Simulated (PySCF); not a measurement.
Computed IR spectrum (relative IR intensity) of a molecule C₂H₅O, multiplicity 2. Geometry optimised at B3LYP-D3(BJ)/def2-TZVP. One conformer was computed; it need not be the lowest. The numbers are results of B3LYP-D3(BJ)/def2-TZVP run with PySCF 2.14.0, not measurements. No scaling factor is applied to the harmonic values.

ν (cm⁻¹): 190 (vw), 334 (vs), 428 (m), 546 (s), 949 (s), 1084 (m), 1180 (m), 1358 (w), 1398 (m), 1455 (w), 1483 (vw), 2970 (m), 2987 (m), 3144 (w), 3250 (w), 3785 (m) (against the strongest line: vs over 80 %, s over 45 %, m over 15 %, w over 4 %, vw less)

Question: Pick the molecule that these values belong to.
(A) [CH2]OC
(B) CC[O]
(C) C[CH]O
(D) [CH2]CO

Answer: D, [CH2]CO
